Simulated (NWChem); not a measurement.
SeBrF; SMILES F[Se]Br

Results from NWChem. Geometry: optimised at PBE0/def2-SVP. B3LYP is NWChem's, with the RPA form of VWN correlation. Ions are spin-unrestricted doublets at the neutral geometry; other ion states weren't tried.

```tsv
level	vertical ionisation energy, ΔSCF (eV)	−ε(HOMO) (eV)	ΔSCF minus −ε(HOMO) (eV)
B3LYP/def2-SVP	9.32	6.59	2.73
PBE/def2-SVP	9.01	5.50	3.51
PBE0/def2-SVP	9.40	6.91	2.49
M06-2X/def2-SVP	9.67	8.17	1.50
BHandHLYP/def2-SVP	9.55	8.07	1.48
```
